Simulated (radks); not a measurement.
P5+, configuration [Ne] (the NIST ground configuration). All-electron calculation, non-relativistic Kohn-Sham, LDA (Slater exchange, Perdew-Wang correlation), spin-unpolarised, spherical densities, point nucleus. Program: a radial shooting solver on a logarithmic mesh with Libxc functionals.

Radial electron density D(r) = 4 pi r^2 rho(r):

r (bohr),D(r) (e/bohr)
0.008171,1.420
0.009981,2.007
0.01219,2.803
0.01489,3.857
0.01819,5.215
0.02221,6.900
0.02713,8.893
0.03314,11.10
0.04047,13.34
0.04943,15.30
0.06038,16.61
0.07375,16.94
0.09007,16.11
0.11,14.36
0.1344,12.34
0.1641,10.99
0.2005,11.05
0.2429,12.45
0.2967,14.46
0.3624,15.61
0.4426,14.78
0.5406,11.85
0.6603,7.833
0.8064,4.138
0.985,1.678
1.203,0.4961
1.469,0.1004
1.795,0.01287

D(r) has 2 maxima, at r = 0.0709, 0.371 bohr, and minima at 0.181 bohr, inside which lie 2.20 electrons.
